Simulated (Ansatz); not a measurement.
B(Cl)(GeH3)(OH) (BClGeH4O), SMILES O[B](Cl)[GeH3].

The structure is a stationary point at B3LYP-D3(BJ)/def2-SVP. The structure was generated by enumeration, and PubChem lists no compound with its InChIKey, so it may never have been made. Other conformers were not sampled.

Two levels are set side by side: PBE/def2-SVPD (Ansatz, a program for electronic structure) and PBE0/def2-SVPD (Ansatz). Energy differences of separate SCF runs at the same geometry; the states with an electron removed or added have multiplicity 2 and 2. Differences are taken from unrounded values.

```csv
quantity,PBE0
vertical ionisation energy (eV),10.47
vertical singlet–triplet gap (eV),5.03
```

What does PBE give, and how far is it from PBE0? (Estimate from the structure and the level; the computed values follow.)


```
quantity                             PBE  PBE minus PBE0
---------------------------------  -----  --------------
vertical ionisation energy (eV)    10.17           -0.30
vertical singlet–triplet gap (eV)   4.85           -0.18
```
